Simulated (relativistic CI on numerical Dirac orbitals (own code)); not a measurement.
**How well does a small relativistic CI reproduce Co3+?**

Computed by Dirac-Coulomb-Breit CI, separate exchange-only KLI orbitals for each configuration, model QED (radiative potential, 1s self-energy scaled to tabulated hydrogen-like ionisation energies), valence Slater integrals scaled by 0.85, P86 correlation estimate, and configurations built on the next ion tied to the tabulated ionisation energy (semi-empirical) (own radial code, finite nucleus).

Configurations in the expansion (outside the closed core [Ne] 3s2): 3p⁶3d⁶, 3p⁶3d⁵4s, 3p⁶3d⁵4p, 3p⁶3d⁵4d, 3p⁶3d⁵5s, 3p⁶3d⁵4f, 3p⁶3d⁴4s², 3p⁵3d⁷, 3p⁶3d⁵5p, 3p⁶3d⁵5d, 3p⁶3d⁴4s4p, 3p⁶3d⁵5f, 3p⁶3d⁵5g, 3p⁶3d⁴4p², 3p⁶3d⁴4s4d, 3p⁴3d⁸. Levels of other configurations are missing.

```
Configuration  Term (tabulated)  J  Measured (cm⁻¹)  Computed  Error  Purity (%)
       3p⁶3d⁶                5D  4              0.0         0      0          99
       3p⁶3d⁶                5D  3            639.1       617    -23          99
       3p⁶3d⁶                5D  2           1077.7      1038    -40          99
       3p⁶3d⁶                5D  0           1493.6      1437    -57          99
       3p⁶3d⁶               3P2  2          22883.3     21774  -1109          99
       3p⁶3d⁶                3H  6          23679.5     23598    -82          99
       3p⁶3d⁶                3H  5          24031.8     23929   -103          97
       3p⁶3d⁶                3H  4          24272.0     24043   -229          65
       3p⁶3d⁶               3P2  1          24729.2     23570  -1160          99
       3p⁶3d⁶               3F2  4          25396.0     24503   -893          67
       3p⁶3d⁶               3P2  0          25448.7     24227  -1222          97
       3p⁶3d⁶               3F2  3          25735.9     24752   -984          97
       3p⁶3d⁶               3F2  2          25969.0     24990   -979          99
       3p⁶3d⁶                3G  5          29021.8     28332   -690          97
       3p⁶3d⁶                3G  4          29592.2     28870   -722          95
       3p⁶3d⁶                3G  3          29867.5     29133   -735          97
       3p⁶3d⁶                1I  6          35942.7     35553   -390         100
       3p⁶3d⁶                3D  2          36348.0     34761  -1587          98
       3p⁶3d⁶                3D  1          36382.0     34781  -1601          99
       3p⁶3d⁶                3D  3          36554.5     34951  -1603          99
       3p⁶3d⁶               1G2  4          36683.3     34361  -2323          98
       3p⁶3d⁶               1S2  0          41441.9     37099  -4343          97
       3p⁶3d⁶               1D2  2          42341.8     41763   -579          98
       3p⁶3d⁶                1F  3          50630.1     49354  -1276          98
       3p⁶3d⁶               3P1  0          58320.6     55382  -2939          99
       3p⁶3d⁶               3P1  1          58919.8     55979  -2941          99
       3p⁶3d⁶               3F1  2          59748.8     56489  -3260          99
       3p⁶3d⁶               3F1  4          59838.2     56616  -3222          99
       3p⁶3d⁶               3F1  3          59902.8     56673  -3229          98
       3p⁶3d⁶               3P1  2          60098.4     57136  -2962          99
       3p⁶3d⁶               1G1  4          67907.0     65106  -2801          99
     3p⁶3d⁵4s                7S  3          90554.4     93480   2925         100
       3p⁶3d⁶               1D1  2          91218.4     86621  -4597          99
     3p⁶3d⁵4s                5S  2         102773.9    105176   2402          99
     3p⁶3d⁵4s                5P  3         132729.1    135826   3096          92
     3p⁶3d⁵4s                5P  2         132828.7    135923   3094          93
     3p⁶3d⁵4s                5P  1         132952.6    136054   3102          96
     3p⁶3d⁵4s                5D  4         136362.9    139027   2664          99
     3p⁶3d⁵4s                5D  0         136399.9    139109   2709          99
     3p⁶3d⁵4s                5D  1         136519.1    139191   2672          96
     3p⁶3d⁵4s                5D  2         136611.2    139288   2677          92
     3p⁶3d⁵4s                5D  3         136612.5    139289   2677          92
```

Measured levels from Sugar and Corliss, J. Phys. Chem. Ref. Data 10, 1097 (1981); pairs were made by configuration, J and term (by order where the table uses no LS term), so strongly mixed levels may be paired wrongly.

Mean error by configuration (cm⁻¹): 3p⁶3d⁶ -1570; 3p⁶3d⁵4s 2802. Over the excited levels the mean absolute error is 1871 cm⁻¹ (41 of the 41 excited levels that our extract of the source holds in range could be paired), and the median relative error of those above 1,000 cm⁻¹ is 3.6 %. Some levels of the ground configuration have no partner.
